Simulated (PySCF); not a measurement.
C2H3N3, charge +1, doublet, geometry from GFN2-xTB (a state made from the parent by changing its charge; the spin is typed, not shown lowest). Base run: M062X/6-31G* in PySCF.

Input for PySCF:
```python
from pyscf import gto, scf, dft

mol = gto.Mole()
mol.atom = '''
    C     1.17959541   -0.02728596   -0.00740385
    N     0.42116369    1.05906031    0.01276298
    C    -0.86380237    0.71109862    0.01538399
    N    -0.89967478   -0.60910637   -0.00343316
    N     0.36664536   -1.04526438   -0.01724619
    H     2.25318006   -0.07127803   -0.01441848
    H    -1.68791189    1.40227275    0.03024487
    H    -1.67696624   -1.26669757   -0.00829256
'''
mol.basis = '6-31g*'
mol.charge = 1
mol.spin = 1
mol.verbose = 5
mol.build()

mf = dft.UKS(mol)
mf.xc = 'm062x'
mf.kernel()
```

Variants of this job, named by their change:

| change | ΔE vs base (mEh) | fitting functions |
|---|---|---|
| base | 0.000 | - |
| auxbasis = def2-universal-jkfit | 0.057 | 435 |
| auxbasis = default (with mf = mf.density_fit()) | 0.242 | 419 |
| auxbasis = cc-pvdz-jkfit | 0.242 | 419 |
| auxbasis = even-tempered beta=3.0 | -0.652 | 433 |
| auxbasis = autoaux | 0.176 | 580 |
| auxbasis = def2-tzvp-ri | -0.025 | 425 |
| auxbasis = cc-pvtz-jkfit | 0.047 | 485 |
| auxbasis = def2-svp-ri | -8.054 | 282 |
| auxbasis = even-tempered beta=2.0 | -0.020 | 651 |

A fitting set is made for a task (jfit for Coulomb, jkfit for Coulomb and exchange, ri for correlation) and for a family of orbital bases.

Open shells are given as the SCF converged; they aren't shown to be the lowest states, and a large step between rows can be another state.
